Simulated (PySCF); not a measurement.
Some computed properties have been withheld. Give your best values.

Compound: C6H4F2.
SMILES: `Fc1ccc(F)cc1`

```csv
property,level,value
point group,PBE0-D3(BJ)/def2-SVP,?
"rotational constants A, B, C",PBE0-D3(BJ)/def2-SVP,?
dipole moment,B3LYP/def2-SVPD,0.00 D
HOMO energy,B3LYP/def2-SVPD,?
LUMO energy,B3LYP/def2-SVPD,-1.11 eV
lowest singlet excitation,TDDFT B3LYP/def2-SVPD,"5.15 eV (241 nm, f = 0.036)"
strongest line among the 10 lowest singlet transitions,TDDFT B3LYP/def2-SVPD,"S4 at 7.01 eV (177 nm, f = 0.543)"
lowest triplet excitation (Tamm–Dancoff),TDA B3LYP/def2-SVPD,?
static isotropic polarisability,B3LYP/def2-SVPD,68.2 au
vertical ionisation energy,ΔSCF B3LYP/def2-SVPD,?
electronic spatial extent ⟨r²⟩ about the centre of nuclear charge,B3LYP/def2-SVPD,?
13C chemical shifts (computed TMS as zero) by class,GIAO PBE0/pcSseg-1,"165.8 (2 C), 121.8 (4 C) ppm"
1H chemical shifts (computed TMS as zero) by class,GIAO PBE0/pcSseg-1,7.12 (4 H) ppm
"isotropic shieldings of nuclei other than C and H, by class",GIAO PBE0/pcSseg-1,?
largest of the computed one-bond spin–spin couplings (means over like bonds),"B3LYP/pcJ-1, spin–dipole term left out for some pairs","19F–13C -311.8 (×2), 13C–1H +171.4 (×4), 13C–13C +76.7 (×4), 13C–13C +66.0 (×2) Hz"
core binding energies,"ΔSCF SCAN, pcX-2 on the ionised atom, pcseg-1 elsewhere, spin-free X2C","C1s 290.9 (×4), C1s 292.9 (×2), F1s 693.2 (×2) eV"
```

Gas-phase values; electronic properties from PySCF, density fitting. Isolated species at its PBE0-D3(BJ)/def2-SVP geometry, gas phase.

Problem. The electronic spatial extent ⟨r²⟩ about the centre of nuclear charge?

Solution. 910 bohr².

Problem. Give the vertical ionisation energy.

Solution. 9.22 eV.

Problem. What is the HOMO energy?

Solution. -7.00 eV.

Problem. What are the isotropic shieldings of nuclei other than C and H, by class?

Solution. 296 (2 F) ppm.

Problem. Give the lowest triplet excitation (Tamm–Dancoff).

Solution. 4.13 eV.

Problem. Give the point group.

Solution. D2h.

Problem. The rotational constants A, B, C?

Solution. 5.668, 1.428, 1.141 GHz.

Point group D2h forbids a permanent dipole, so the rigid molecule has no electric-dipole pure rotational spectrum. The 10 singlets span 5.15 to 7.55 eV, and their oscillator strengths add up to 1.13. The polarisability is 10.11 Å³ as a volume (1 au = 0.148185 Å³), or 1.18 au for each of the 58 electrons. The ΔSCF ionisation energy exceeds −ε(HOMO) by 2.22 eV with B3LYP. The vertical singlet–triplet gap S1 − T1 is 1.02 eV (TDDFT singlet less Tamm–Dancoff triplet; S1: HOMO→LUMO, weight 0.80; T1: HOMO→LUMO+1, weight 0.57, beside HOMO−1→LUMO, weight 0.40).
